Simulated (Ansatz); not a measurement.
Isolated molecules relaxed with PBE0-D4/def2-TZVP in Ansatz; ΔE leaves out vibrations. CCSD(T)/CBS adds triple-zeta CCSD(T) − MP2 to the extrapolated MP2 energy (def2 sets, frozen cores). DFT in def2-TZVPP. For Ge outer-core shells are correlated without core-valence functions, which leaves a few kJ/mol of doubt a bond. Scalar relativity is left out up to krypton. One conformer a species, not always the lowest.

`[Cl][GeH2][GeH2][Cl]` + `S[SiH2]Cl` → `Cl[SiH2][S][GeH2][Cl]` + `[Cl][GeH3]`  (cleavage of the Ge–Ge bond)

```csv
level,ΔE (kJ/mol)
PBE0-D4,-27.0
ωB97X-V,-29.6
PBE0,-22.5
HF/def2-TZVPP,-30.2
CCSD/def2-TZVPP,-26.8
MP2/def2-QZVPP,-35.4
HF/CBS(def2),-30.0
CCSD/CBS(def2),-27.4
```

Q: What does CCSD(T)/CBS give? (Best estimate.)

A: Computed: -29.5 kJ/mol. The listed levels differ from it by 2.5, -0.1, 7.0, -0.7, 2.7, -5.9, -0.5, 2.1 kJ/mol.

Largest T1 diagnostic among the species: 0.010.

The D4 term adds −8.2 kJ/mol with B3LYP and −4.4 kJ/mol with PBE0; it sums over pairs of atoms, weighted by their polarisabilities, and B3LYP, whose exchange is more repulsive, gets the larger term. From PBE to PBE0 (25 % exact exchange), in def2-TZVPP and without D4, ΔE moves by −3.7 kJ/mol.

B3LYP here is the variant with VWN-RPA as its local correlation; programs differ in this.
